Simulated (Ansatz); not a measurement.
Potential energy curve for NaN, lowest triplet found (which spin is the ground state isn't settled by this scan).

Computed with full CI/aug-cc-pVDZ, frozen core (Ansatz, an electronic-structure program).

Q: Relative to R = 2.34 Å, what are the energies at R = 1.97, 2.48, 3.79, 6.84 Å?

A: 39.0 kJ/mol at 1.97 Å, 4.1 kJ/mol at 2.48 Å, 60.8 kJ/mol at 3.79 Å, 69.9 kJ/mol at 6.84 Å.

The scan ran from 1.72 to 8.03 Å; beyond the distances shown full CI changes its symmetry label. Also computed but left out beside FCI, since their determinant holds another spin at the minimum (<S²> over 0.7 above the pure value): UMP2, UCCSD, UCCSD(T), UCCSDT, UCCSDT(Q), UMP2/6-31G*.
